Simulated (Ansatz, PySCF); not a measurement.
The pair A = CH4O (SMILES CO) (first 6 atoms), B = C3H8 (SMILES CCC); geometry from B3LYP-D3(BJ)/def2-TZVP.
(charge 0, multiplicity 1):
```xyz
17

C      0.484     0.243    -0.280
O     -0.514    -0.518     0.383
H      0.752     1.147     0.279
H      0.068     0.543    -1.241
H      1.393    -0.340    -0.464
H     -0.174    -0.796     1.240
C     -0.302    -1.273     3.861
C     -0.023     0.092     4.484
C      0.337     1.154     3.449
H     -0.534    -2.024     4.618
H     -1.154    -1.226     3.177
H      0.567    -1.635     3.303
H      0.789     0.001     5.211
H     -0.902     0.417     5.048
H      0.519     2.123     3.915
H      1.244     0.877     2.904
H     -0.464     1.279     2.717
```

Frozen-core correlation. MP2 and its Hartree–Fock in aug-cc-pVTZ are density fitted. Rows in 6-31G* carry no dispersion term and start afresh at each structure (6-31G* with six Cartesian d functions).

Codes used: Ansatz (Gaussian basis) for Hartree–Fock, density functionals and correlated methods; PySCF for 6-31G* rows. Values without a source in brackets are computed.

Total energies (hartree), monomers frozen at their geometry in the pair:

```
structure                 HF/6-31G*  B3LYP/6-31G*  MP2/aug-cc-pVTZ
---------------------  ------------  ------------  ---------------
AB                     -233.2979796  -234.8603208     -234.3924823
A in the pair's basis  -115.0359452  -115.7160692     -115.5294076
B in the pair's basis  -118.2635768  -119.1445249     -118.8602867
A                      -115.0347064  -115.7142532     -115.5288360
B                      -118.2633806  -119.1440620     -118.8599119
```

Question: Work out the interaction energy without and with the counterpoise correction, and the superposition error, for each level.

Answer: 
E(AB) − E(A) − E(B), times 627.509 kcal/mol, with the monomers in their own basis and then in the pair's basis:
- HF/6-31G*: 0.07 uncorrected, 0.97 corrected; the monomers gain 0.90 kcal/mol from borrowed functions
- B3LYP/6-31G*: -1.26 uncorrected, 0.17 corrected; the monomers gain 1.43 kcal/mol from borrowed functions
- MP2/aug-cc-pVTZ: -2.34 uncorrected, -1.75 corrected; the monomers gain 0.59 kcal/mol from borrowed functions

Ansatz is a first-principles code.
